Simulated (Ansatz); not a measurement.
`OC(F)[SeH]` and `OC(F)CF` differ in one atom or group.

Ansatz, PBE0-D4/def2-TZVP geometries, multiplicity 1. Each molecule was computed in one conformer, which needn't be the lowest.

Scalar relativity is left out up to krypton.

```csv
property,`OC(F)[SeH]`
size of the dipole moment (B3LYP/def2-TZVPP) / D,0.45
HOMO–LUMO gap (PBE/def2-TZVPP) / eV,4.63
HOMO energy (PBE0/def2-TZVPP) / eV,-7.18
"ideal-gas entropy at 298 K and 1 bar (rigid rotor, harmonic PBE0-D4/def2-TZVP) / J/(mol·K)",310
HOMO energy (PBE/def2-TZVPP) / eV,-5.97
HOMO–LUMO gap (PBE0/def2-TZVPP) / eV,6.75
```

Task: What does the change do to each property? (Best estimate.)

Result: Ansatz gave: 
```csv
property,`OC(F)CF`,shift
size of the dipole moment (B3LYP/def2-TZVPP) / D,2.11,1.66
HOMO–LUMO gap (PBE/def2-TZVPP) / eV,7.50,2.87
HOMO energy (PBE0/def2-TZVPP) / eV,-9.20,-2.02
"ideal-gas entropy at 298 K and 1 bar (rigid rotor, harmonic PBE0-D4/def2-TZVP) / J/(mol·K)",304,-6
HOMO energy (PBE/def2-TZVPP) / eV,-7.46,-1.49
HOMO–LUMO gap (PBE0/def2-TZVPP) / eV,10.25,3.50
```

With PBE0 the HOMO falls by 2.02 eV and the LUMO rises by 1.48 eV, so the gap widens by about 3.50 eV. PBE moves the HOMO by -1.49 eV and ωB97M-V by -2.25 eV. The zero-point energy changes by 62.0 kJ/mol with +6 modes. Dipoles are sizes alone; their direction can turn.

B3LYP here is the variant with VWN-RPA as its local correlation; programs differ in this.

Spin–orbit coupling is left out; it splits and shifts lone-pair levels of the heavy atoms by tenths of an eV.
